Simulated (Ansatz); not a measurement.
`C[Se][AlH][F]` + `CF` → `F[CH2][AlH][F]` + `C[SeH]`  (formal exchange of groups at the Al–Se bond)

Computed with Ansatz on PBE0-D4/def2-TZVP structures; ΔE is electronic, products minus reactants. CCSD(T)/CBS is the MP2 limit (def2-TZVPP, def2-QZVPP) plus CCSD(T) − MP2 in def2-TZVPP, frozen cores. This one scheme is used for every species. DFT in def2-TZVPP. B3LYP here is the variant with VWN-RPA as its local correlation; programs differ in this. HSE06 is defined as in plane-wave codes. For Se outer-core shells are correlated without core-valence functions, which leaves a few kJ/mol of doubt a bond. Scalar relativity is left out up to krypton. One conformer a species, not always the lowest.

`C[Se][AlH][F]`:

Z-matrix (Å, degrees):
```
C
Se 1 1.967
H 1 1.087 2 108.0
H 1 1.089 2 111.1 3 120.3
H 1 1.087 2 108.1 3 -119.3
Al 2 2.290 1 96.1 3 -120.9
F 6 1.647 2 118.5 1 180.0
H 6 1.575 2 121.7 1 -0.0
```

`CF`:

Z-matrix (Å, degrees):
```
C
F 1 1.376
H 1 1.092 2 109.1
H 1 1.092 2 109.1 3 -120.0
H 1 1.092 2 109.1 3 120.0
```

`F[CH2][AlH][F]`:

Z-matrix (Å, degrees):
```
C
Al 1 1.974
F 1 1.392 2 112.9
H 1 1.099 2 111.0 3 121.4
H 1 1.099 2 111.1 3 -121.4
F 2 1.646 1 119.6 3 0.1
H 2 1.578 1 122.4 3 -180.0
```

`C[SeH]`:

Cartesian coordinates in Å:
```
C 0.459 0.083 -0.284
Se -0.587 -0.254 1.326
H 0.333 -0.727 -0.998
H 1.499 0.121 0.037
H 0.183 1.037 -0.726
H -1.888 -0.260 0.646
```

```json
{"level": "PBE-D4", "ΔE (kJ/mol)": "140.0", "difference from CCSD(T)/CBS": "-7.6"}
{"level": "BLYP-D4", "ΔE (kJ/mol)": "135.4", "difference from CCSD(T)/CBS": "-12.2"}
{"level": "B3LYP-D4", "ΔE (kJ/mol)": "140.4", "difference from CCSD(T)/CBS": "-7.2"}
{"level": "r2SCANh-D4", "ΔE (kJ/mol)": "146.9", "difference from CCSD(T)/CBS": "-0.7"}
{"level": "B2PLYP", "ΔE (kJ/mol)": "142.5", "difference from CCSD(T)/CBS": "-5.1"}
{"level": "PBE-QIDH", "ΔE (kJ/mol)": "149.8", "difference from CCSD(T)/CBS": "2.2"}
{"level": "BLYP", "ΔE (kJ/mol)": "131.7", "difference from CCSD(T)/CBS": "-15.9"}
{"level": "r2SCAN0", "ΔE (kJ/mol)": "148.3", "difference from CCSD(T)/CBS": "0.7"}
{"level": "HSE06", "ΔE (kJ/mol)": "143.7", "difference from CCSD(T)/CBS": "-3.9"}
{"level": "RPA@PBE/def2-TZVPP", "ΔE (kJ/mol)": "138.9", "difference from CCSD(T)/CBS": "-8.7"}
{"level": "MP2/def2-SVP", "ΔE (kJ/mol)": "149.7", "difference from CCSD(T)/CBS": "2.1"}
{"level": "HF/def2-TZVPP", "ΔE (kJ/mol)": "148.9", "difference from CCSD(T)/CBS": "1.3"}
{"level": "CCSD(T)/def2-TZVPP", "ΔE (kJ/mol)": "144.8", "difference from CCSD(T)/CBS": "-2.8"}
{"level": "HF/def2-QZVPP", "ΔE (kJ/mol)": "148.1", "difference from CCSD(T)/CBS": "0.5"}
{"level": "MP2/CBS(def2)", "ΔE (kJ/mol)": "154.0", "difference from CCSD(T)/CBS": "6.4"}
{"level": "CCSD/CBS(def2)", "ΔE (kJ/mol)": "146.7", "difference from CCSD(T)/CBS": "-0.9"}
{"level": "CCSD(T)/CBS", "ΔE (kJ/mol)": "147.6", "difference from CCSD(T)/CBS": "0"}
```

Largest T1 diagnostic among the species: 0.012.

The D4 term adds +3.4 kJ/mol with B3LYP and +1.9 kJ/mol with PBE0; it sums over pairs of atoms, weighted by their polarisabilities, and B3LYP, whose exchange is more repulsive, gets the larger term. At CCSD(T), def2-SVP lies −3.6 kJ/mol from the extrapolated value and def2-TZVPP −2.8 kJ/mol.
